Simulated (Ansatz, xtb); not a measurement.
## Relative energy of two structures of FH2InSiSn

Structure X is a singlet given by its coordinates and structure Y is a singlet given by its coordinates. Both are isolated molecules in the gas phase, relaxed with r2SCAN-D4/def2-SVP.

X (Å):

```xyz
6

F    -1.6532    0.9790   -2.7092
In   -1.2520    1.1063   -0.4996
Si    0.8687   -0.5821   -1.7945
Sn   -1.1555   -1.0381   -3.2087
H     1.8585   -1.5353   -1.1965
H     1.3653    0.8266   -1.5648
```

Close contacts (Å): F1–In2 2.25, F1–Sn4 2.14, In2–Si3 3.00, In2–Sn4 3.46, Si3–Sn4 2.51, Si3–H5 1.50, Si3–H6 1.51.

Y (Å):

```yaml
atoms:
  - { symbol: F, position_ang: [0.1126, 1.5053, -1.3257] }
  - { symbol: In, position_ang: [-0.9933, -0.4351, -0.0168] }
  - { symbol: Si, position_ang: [0.8351, 0.3293, -2.3084] }
  - { symbol: Sn, position_ang: [-0.4682, -1.6722, -2.9896] }
  - { symbol: H, position_ang: [2.2983, 0.6358, -2.1751] }
  - { symbol: H, position_ang: [-1.7821, -0.6750, -2.1534] }
```

Close contacts (Å): F1–Si3 1.69, In2–Si3 3.03, In2–Sn4 3.26, Si3–Sn4 2.48, In2–H6 2.29, Si3–H5 1.50, Sn4–H6 1.85.

Energies in hartree; the thermal terms are from r2SCAN-D4/def2-SVP harmonic frequencies (ideal gas, rigid rotor, one conformer each, 298.15 K, 1 atm) and include the zero-point energy:

```
                              X           Y
E, CCSD(T)/def2-SVP  −792.465490  −792.461105
    E, MP2/def2-SVP  −792.407651  −792.404125
  E, MP2/def2-TZVPP  −793.156449  −793.162119
  zero-point energy     0.017307     0.016990
       H(298 K) − E     0.025505     0.024813
       G(298 K) − E    −0.017338    −0.017494
```

Task: Correct the CCSD(T) difference for the basis set by the MP2 change, then work out ΔE, ΔE₀, ΔH and ΔG for X → Y in kcal/mol (1 Eh = 627.51 kcal/mol) and the equilibrium ratio [Y]/[X].

Result: 1. Differences Y − X: CCSD(T) +0.004385, MP2 in the small set +0.003526, MP2 in the large set −0.005670 Eh.
2. ΔE = +0.004385 + (−0.005670 − (+0.003526)) = −0.004811 Eh = −3.02 kcal/mol.
3. ΔE₀ = ΔE + ΔZPE = −0.004811 + (−0.000317) Eh = −3.22 kcal/mol.
4. ΔH = ΔE + (−0.000692) Eh = −3.45 kcal/mol.
5. ΔG = ΔE + (−0.000156) Eh = −3.12 kcal/mol, so ΔS = (ΔH − ΔG)/T = −4.7 J/(mol K).
6. kT = 0.9442 mEh, so K = [Y]/[X] = exp(−ΔG/kT) = exp(+5.26) ≈ 190.

The sums favour Y, but ΔE leans on the basis-set step (CCSD(T) alone has the other sign or is under 1 kcal/mol), so the order isn't settled. An error of 1 kcal/mol in ΔG would change K by a factor of 5.4. The basis-set step is large, which makes the value less sure. r2SCAN-D4/def2-SVP, HF/def2-SVP, MP2/def2-SVP, CCSD(T)/def2-SVP gave ΔE the other sign. Mirror images and further conformers aren't counted.

Other levels gave ΔE = +2.4 (r2SCAN-D4/def2-SVP); +6.4 (HF/def2-SVP); +2.2 (MP2/def2-SVP); +2.8 (CCSD(T)/def2-SVP) kcal/mol. The correlated steps freeze 14 core orbitals; the filled d shell of In and Sn is correlated, in a basis made for valence electrons. Atoms past krypton carry core potentials in the def2 sets, without spin–orbit terms. Programs: Ansatz 0.2.0.
